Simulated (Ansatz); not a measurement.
Program: Ansatz. Geometries: PBE0-D4/def2-TZVP. ΔE: electronic, gas phase. CCSD(T)/CBS adds triple-zeta CCSD(T) − MP2 to the extrapolated MP2 energy (def2 sets, frozen cores). This one scheme is used for every species. Functionals use def2-TZVPP. HSE06 is defined as in plane-wave codes. def2 core potentials past Kr. For Sb outer-core shells are correlated without core-valence functions, which leaves a few kJ/mol of doubt a bond.

`[Cl][Sb]([Cl])[Cl]` + H–F → `[F][Sb]([Cl])[Cl]` + HCl  (ligand exchange at the Sb–Cl bond)

```csv
level,ΔE (kcal/mol),difference from CCSD(T)/CBS
PBE-D4,4.3,-0.6
r2SCAN-D4,3.1,-1.8
PBE0-D4,5.5,0.6
HSE06-D4,5.7,0.8
PBE-QIDH,5.5,0.6
revPBE,3.2,-1.7
r2SCANh,3.6,-1.3
CCSD/def2-TZVPP,3.8,-1.1
SCS-MP2/def2-QZVPP,4.4,-0.5
CCSD/CBS(def2),4.7,-0.2
CCSD(T)/CBS,4.9,0
```

(1) What do rigid-rotor, harmonic-oscillator terms from PBE0-D4/def2-TZVP frequencies (298.15 K, 1 bar) make of the CCSD(T)/CBS value? (Best estimate.)

Largest T1 diagnostic among the species: 0.014.

## Answers

(1) Computed: ΔZPE = -1.1 kcal/mol, ΔH = +3.5 kcal/mol, ΔS = 10 J/(mol·K), ΔG = +2.8 kcal/mol.

In def2-TZVPP, CCSD(T) changes the Hartree–Fock value by +0.9 kcal/mol (the triples alone add +0.2 kcal/mol) and MP2 by +2.6 kcal/mol. The D4 term adds +1.6 kcal/mol with B3LYP and +0.8 kcal/mol with PBE0; it sums over pairs of atoms, weighted by their polarisabilities, and B3LYP, whose exchange is more repulsive, gets the larger term.

B3LYP here is the variant with VWN-RPA as its local correlation; programs differ in this.
